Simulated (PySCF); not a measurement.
trans-Ti(H2O)2Cl4 (singlet state).
Structure used (PBE0-D3(BJ)/def2-SVP), in Å, numbered top down from 1:
```
atom  x, y, z in Å
Ti1   -0.146   -0.174    0.043
O2     0.051    0.368    2.074
H3    -0.683    0.907    2.403
H4     0.904    0.793    2.252
O5    -0.100   -0.431   -2.053
H6     0.337   -1.242   -2.349
H7     0.271    0.346   -2.498
Cl8    2.121   -0.131    0.288
Cl9   -2.305   -0.088    0.663
Cl10  -0.177    1.983   -0.701
Cl11  -0.175   -2.417   -0.089
```

The calculation used PBE0-D3(BJ)/def2-SVP geometry optimisation, gas phase in PySCF.

Which atoms are bound to Ti1, and at what distances?

6 atoms: O5 2.112 Å, O2 2.112 Å, Cl11 2.247 Å, Cl9 2.248 Å, Cl8 2.281 Å, Cl10 2.282 Å. The nearest atom not counted as bound is H7, at 2.63 Å (others tie with it).

List the angles at Ti1.

```json
{"angle": "O2–Ti1–O5", "degrees": "169.7", "distance of the outer atoms (Å)": "4.21"}
{"angle": "Cl10–Ti1–Cl11", "degrees": "157.6", "distance of the outer atoms (Å)": "4.44"}
{"angle": "Cl8–Ti1–Cl9", "degrees": "157.6", "distance of the outer atoms (Å)": "4.44"}
{"angle": "O2–Ti1–Cl11", "degrees": "108.3", "distance of the outer atoms (Å)": "3.53"}
{"angle": "O5–Ti1–Cl9", "degrees": "107.4", "distance of the outer atoms (Å)": "3.51"}
{"angle": "O5–Ti1–Cl8", "degrees": "95.0", "distance of the outer atoms (Å)": "3.24"}
{"angle": "O2–Ti1–Cl10", "degrees": "94.1", "distance of the outer atoms (Å)": "3.22"}
{"angle": "Cl9–Ti1–Cl11", "degrees": "92.4", "distance of the outer atoms (Å)": "3.24"}
{"angle": "Cl9–Ti1–Cl10", "degrees": "92.3", "distance of the outer atoms (Å)": "3.27"}
{"angle": "Cl8–Ti1–Cl11", "degrees": "92.2", "distance of the outer atoms (Å)": "3.26"}
{"angle": "Cl8–Ti1–Cl10", "degrees": "91.7", "distance of the outer atoms (Å)": "3.28"}
{"angle": "O5–Ti1–Cl11", "degrees": "79.7", "distance of the outer atoms (Å)": "2.79"}
{"angle": "O2–Ti1–Cl9", "degrees": "79.3", "distance of the outer atoms (Å)": "2.78"}
{"angle": "O2–Ti1–Cl8", "degrees": "78.4", "distance of the outer atoms (Å)": "2.78"}
{"angle": "O5–Ti1–Cl10", "degrees": "78.0", "distance of the outer atoms (Å)": "2.77"}
```

What is the shape at Ti1?

Distorted octahedral: the three widest angles are 169.7°, 157.6° and 157.6°, the others run from 78.0° to 108.3°. The Ti–Cl distances aren't all alike: 2.247 to 2.282 Å.

What are the other bond lengths?

O2–H3 and 3 like bonds 0.969 Å.

Charge 0, singlet. Whether it is a minimum is left open (no frequencies).
